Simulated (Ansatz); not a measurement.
System: sum formula H4BSiO (charge 0, doublet). It need not be the lowest isomer of its formula. 
Geometry from a B3LYP-D3(BJ)/def2-TZVP (Ansatz, an electronic-structure program) optimisation:
```xyz
7

O      1.7995    -0.4804     0.2395
B      0.8358     0.3859    -0.0750
Si    -1.1597     0.1237    -0.0975
H      2.7027    -0.1440     0.1831
H     -1.6638    -1.2240     0.2886
H     -1.6301     0.4243    -1.4721
H     -1.7482     1.1263     0.8242
```
Charge 0, spin multiplicity 2.

Basis-set convergence of Hartree-Fock and CCSD correlation energies (hartree) with Ansatz. Cores are frozen in the correlated levels unless marked. UHF or UKS for open shells. No spin-orbit coupling. Non-relativistic.

```
basis        functions       E(HF)  E(corr, CCSD)
-----------  ---------  ----------  -------------
cc-pV(D+d)Z         71  -390.79387       -0.39198
cc-pV(T+d)Z        155  -390.83998       -0.47708
cc-pV(Q+d)Z        294  -390.85149       -0.50545
```

Extrapolating the two largest sets (X = 3 and 4) as X^-3: E(corr) = (64·(-0.50545) - 27·(-0.47708))/37 = -0.5262 Eh, an estimate of the basis-set limit. The largest set recovers 96.1 % of it, the smallest 74.5 %.
